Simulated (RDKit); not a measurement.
RDKit input (UFF):

```python
from rdkit import Chem
from rdkit.Chem import AllChem, rdDetermineBonds

mol = Chem.MolFromXYZFile('mol.xyz')
rdDetermineBonds.DetermineBonds(mol, charge=1)
print('SMILES', Chem.MolToSmiles(Chem.RemoveHs(mol)))
ff = AllChem.UFFGetMoleculeForceField(mol)
e0 = ff.CalcEnergy()
flag = ff.Minimize(maxIts=5000, forceTol=1e-5)
print(f'energy {e0:.4f} -> {ff.CalcEnergy():.4f} kcal/mol, converged: {flag == 0}')
print(Chem.MolToXYZBlock(mol))
```
mol.xyz:
```
10

O     -1.49560900    -0.59567800     0.75013500
Si    -0.28776100     0.00936800    -0.11340000
O     -0.56985500     0.62359200    -1.56985000
O      0.24042100    -1.59211400    -0.80788500
S      1.20070900     0.85772600     1.06071800
H     -1.90046300    -0.17674500     1.51640000
H     -0.73587800     1.55154200    -1.76321400
H     -0.01802400    -2.41340500    -0.35518500
H      0.21104700    -1.69426600    -1.77552800
H      1.86096600     1.39170600     0.01444200
```

Output:

```
SMILES O[Si](O)([OH2+])S
energy 62.7915 -> -0.8320 kcal/mol, converged: True
10

O     -1.830697   -0.566294    0.208305
Si    -0.241855   -0.174214   -0.312559
O     -0.317323    1.031566   -1.532505
O      0.517432   -1.577653   -0.946096
S      0.898472    0.560842    1.352231
H     -2.187557    0.277220    0.584857
H     -0.722379    1.816938   -1.085530
H      0.452305   -2.247824   -0.219917
H     -0.103746   -1.905746   -1.644074
H      2.040902    0.746891    0.551922
```

The dipole moment of an ion depends on the origin.

The geometry given is a B3LYP-D3(BJ)/def2-TZVP minimum.
